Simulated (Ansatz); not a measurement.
In(PH3)H3 (InPH₆). The state is a singlet with charge 0. Geometry relaxed at B3LYP-D4/def2-TZVP.

```xyz
8

In   -0.424    1.010    1.201
P     0.322   -0.750   -0.899
H     0.045   -0.407   -2.238
H    -0.220   -2.051   -0.928
H     1.673   -1.110   -1.077
H    -2.103    1.055    0.760
H     0.618    2.307    0.708
H     0.088   -0.055    2.473
```

In the def2 sets In takes a core potential; there is no spin–orbit coupling.

Task: Estimate the harmonic wavenumbers at RKS B3LYP-D4/def2-TZVP (Ansatz, unscaled). Is this a minimum?

Result: 79, 143, 178, 179, 401, 402, 597, 597, 597, 1000, 1130, 1130, 1761, 1762, 1776, 2441, 2457, 2458 cm⁻¹. Yes, no mode is imaginary beyond noise. Zero-point energy 114.2 kJ/mol. It took 40 s on 4 threads of Arm Neoverse V1 on a shared host.
